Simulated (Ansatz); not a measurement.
`BNC[TeH]`, relaxed with RKS PBE0-D4/def2-TZVP in the Gaussian-basis code of Ansatz from a PBE-D4/def2-SVP geometry. The force threshold is 0.005 eV/Å; the program also tests the step.

The species carries charge 0 and has multiplicity 1. Te: def2 effective core potential.

Start:

```xyz
10

B     0.527   -0.402    1.503
N     0.167    0.522    0.512
C     0.290    0.351   -0.905
Te   -1.645    0.241   -1.996
H     0.999   -1.470    1.159
H     0.356   -0.099    2.667
H    -0.268    1.409    0.785
H     0.798    1.203   -1.401
H     0.841   -0.579   -1.131
H    -2.064   -1.176   -1.194
```

(1) How much energy does the relaxation release, and in how many steps? (An estimate is asked.)

(2) Which bonds change most? (An estimate is asked.)

(3) Give the relaxed structure. (Best estimate.)

Answers

(1) The calculation gave: 4.95 kJ/mol, in 10 steps, 1 of them rejected.

(2) Computed: C3–Te4 from 2.224 to 2.173 Å; Te4–H10 from 1.682 to 1.657 Å; B1–H5 from 1.218 to 1.197 Å; B1–H6 from 1.215 to 1.195 Å.

(3) Computed: 
```xyz
10

B     0.534   -0.390    1.487
N     0.153    0.519    0.511
C     0.279    0.339   -0.900
Te   -1.611    0.251   -1.968
H     1.026   -1.427    1.146
H     0.359   -0.106    2.635
H    -0.297    1.383    0.776
H     0.806    1.166   -1.381
H     0.812   -0.586   -1.105
H    -2.061   -1.147   -1.201
```
